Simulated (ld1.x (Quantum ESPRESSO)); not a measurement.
# What one change does to a pseudopotential (cadmium, TM)

```
Element                 : Cd (Z = 48)
Generator               : ld1.x (Quantum ESPRESSO) 7.5
Type                    : norm-conserving Troullier–Martins (Kleinman–Bylander form)
Functional              : PBE
Relativity              : scalar-relativistic
Frozen core             : [Kr]
Valence charge          : 12
Reference configuration : 4d10 5s2 5p0
Partial waves           : 5s (bound): rc 2.25 bohr; 5p (bound, empty): rc 3.25 bohr; 4d (bound): rc 1.85 bohr
Local potential         : the d channel
Core correction         : a·sin(br)/r model core inside 1.10 bohr
```

All-electron outer shells of the reference configuration (PBE, scalar-relativistic, ld1.x):

```tsv
shell	level (eV)	outermost node (bohr)	outermost maximum (bohr)
4s	-105.92	0.43	0.79
4p	-66.97	0.43	0.84
4d	-11.73	0.42	0.98
5s	-5.66	1.07	2.35
5p	-1.18	1.20	3.33
```

Change: wave 4d (bound): rc 1.85 bohr becomes 4d (bound): rc 1.26 bohr.

Cutoffs: the cutoffs (Ry, on a coarse ladder) from which the occupation-weighted sum of valence levels, in a spherical-Bessel basis at the reference potential, stays within 10 and 1 mRy of its value at 400 Ry; they do not see the model core or the augmentation charge, which bear on the density cutoff. Errors are all-electron minus pseudo energies relative to the spin-unpolarised reference configuration.

Problem. How do hardness, ghosts and transferability respond?

Solution. The potential gets harder (60 Ry and 100 Ry → 90 Ry and 120 Ry); both files keep a bound ghost (p, s); of the 6 tests that both files solve, the error grows in 0 and shrinks in 1 by more than 15 % and 0.3 meV (median size 23.9 → 25.8 meV); the range in which the d phases agree widens (upper end 3.7 → at the end of the scan). A smaller radius makes the pseudo-wave follow the all-electron one further in, where it bends more sharply, so more plane waves are needed.

```tsv
quantity	base	changed
cutoff, loose	60 Ry	90 Ry
cutoff, tight	100 Ry	120 Ry
loose cutoff by channel (10 mRy a level)	s 8 Ry, d 50 Ry	s 8 Ry, d 70 Ry
bound ghosts	s, p	s, p
tests counted (converged, no solver errors)	6 of 7	6 of 7
error for 4d10 5s1 5p0, meV [ΔE 9.27 eV]	-7.0	-7.4
error for 4d10 5s0 5p0, meV [ΔE 26.40 eV]	-41	-44
error for 4d9 5s0 5p0, meV [ΔE 64.41 eV]	-87	-65
error for 4d10 5s1 5p1, meV [ΔE 4.67 eV]	-1.3	-1.3
error for 4d9 5s2 5p0, meV [ΔE 17.97 eV]	-81	-70
error for 4d10 5s1.5 5p0, meV [ΔE 3.71 eV]	-1.7	-1.7
s: phases at 3.57 bohr within 0.05 rad from the reference energy up to (Ry; the scan ends near 5)	1.3	1.2
p: phases at 3.57 bohr within 0.05 rad from the reference energy up to (Ry; the scan ends near 5)	2.1	1.9
d: phases at 3.57 bohr within 0.05 rad from the reference energy up to (Ry; the scan ends near 5)	3.7	to the end of the scan
```

Base: Tests not counted: 4d9 5s2 5p1 (solver errors, printed error -2.3 eV). These tests converged, but a pseudo level misses the all-electron one widely, so the file describes the atom poorly there or has found another state: 4d9 5s2 5p0: empty 5p by 2.3 eV. Changed file: Tests not counted: 4d9 5s2 5p1 (solver errors, printed error -2.9 eV). A true bound ghost makes a file unfit for plane-wave use even where its test errors are small: the radial tests pick states by their node count and pass the ghost by. Where a test does run into it, the solver fails or the error is huge.
